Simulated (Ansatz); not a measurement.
Consider the cleavage of the Si–Ge bond: `F[CH](F)[GeH2][SiH3]` + `CCSS` → `CCSS[SiH3]` + `F[CH](F)[GeH3]`.

Isolated molecules relaxed with PBE0-D4/def2-TZVP in Ansatz; ΔE leaves out vibrations. CCSD(T)/CBS adds triple-zeta CCSD(T) − MP2 to the extrapolated MP2 energy (def2 sets, frozen cores). DFT in def2-TZVPP. For Ge outer-core shells are correlated without core-valence functions, which leaves a few kJ/mol of doubt a bond. Scalar relativity is left out up to krypton. Each species was taken in one conformer, which may not be the lowest.

`F[CH](F)[GeH2][SiH3]`:

Cartesian coordinates in Å:
```
F 0.266 -2.265 -0.353
C -0.524 -1.360 -0.996
F -1.761 -1.427 -0.427
Ge 0.229 0.482 -0.779
Si 0.355 1.000 1.538
H -0.622 -1.689 -2.036
H -0.701 1.437 -1.548
H 1.608 0.482 -1.460
H 1.232 0.017 2.223
H -1.005 0.959 2.134
H 0.922 2.364 1.704
```

`CCSS`:

Cartesian coordinates in Å:
```
C 0.644 0.257 -0.873
C -0.386 0.845 0.064
S -0.402 0.101 1.717
S -1.082 -1.789 1.376
H 0.620 0.771 -1.838
H 1.650 0.347 -0.459
H 0.440 -0.801 -1.055
H -0.181 1.901 0.271
H -1.394 0.781 -0.349
H 0.091 -2.412 1.146
```

`CCSS[SiH3]`:

Cartesian coordinates in Å:
```
C 1.315 0.082 1.755
C 1.130 0.609 0.350
S 0.992 -0.679 -0.916
S -0.779 -1.608 -0.416
Si -2.025 -0.381 -1.651
H 1.407 0.911 2.462
H 2.211 -0.536 1.828
H 0.457 -0.523 2.056
H 2.001 1.185 0.020
H 0.259 1.263 0.272
H -3.428 -0.820 -1.423
H -1.878 1.045 -1.261
H -1.662 -0.547 -3.078
```

`F[CH](F)[GeH3]`:

```xyz
8

F     1.259   -1.115   -0.965
C     0.813    0.114   -0.581
F     0.460    0.791   -1.709
Ge   -0.766   -0.076    0.627
H     1.658    0.644   -0.129
H    -0.324   -0.854    1.873
H    -1.858   -0.833   -0.135
H    -1.241    1.329    1.018
```

```json
{"level": "PBE-D4", "ΔE (kJ/mol)": "-31.4", "difference from CCSD(T)/CBS": "6.9"}
{"level": "r2SCAN-D4", "ΔE (kJ/mol)": "-35.3", "difference from CCSD(T)/CBS": "3.0"}
{"level": "ωB97M-V", "ΔE (kJ/mol)": "-38.0", "difference from CCSD(T)/CBS": "0.3"}
{"level": "PBE", "ΔE (kJ/mol)": "-28.6", "difference from CCSD(T)/CBS": "9.7"}
{"level": "PBE0", "ΔE (kJ/mol)": "-31.1", "difference from CCSD(T)/CBS": "7.2"}
{"level": "SCS-MP2/def2-TZVPP", "ΔE (kJ/mol)": "-42.0", "difference from CCSD(T)/CBS": "-3.7"}
{"level": "CCSD/def2-TZVPP", "ΔE (kJ/mol)": "-34.1", "difference from CCSD(T)/CBS": "4.2"}
{"level": "SCS-MP2/def2-QZVPP", "ΔE (kJ/mol)": "-44.3", "difference from CCSD(T)/CBS": "-6.0"}
{"level": "HF/CBS(def2)", "ΔE (kJ/mol)": "-40.3", "difference from CCSD(T)/CBS": "-2.0"}
{"level": "CCSD/CBS(def2)", "ΔE (kJ/mol)": "-36.9", "difference from CCSD(T)/CBS": "1.4"}
{"level": "CCSD(T)/CBS", "ΔE (kJ/mol)": "-38.3", "difference from CCSD(T)/CBS": "0"}
```

Largest T1 diagnostic among the species: 0.012.

The D4 term adds −4.7 kJ/mol with B3LYP and −2.4 kJ/mol with PBE0; it sums over pairs of atoms, weighted by their polarisabilities, and B3LYP, whose exchange is more repulsive, gets the larger term.

B3LYP here is the variant with VWN-RPA as its local correlation; programs differ in this.
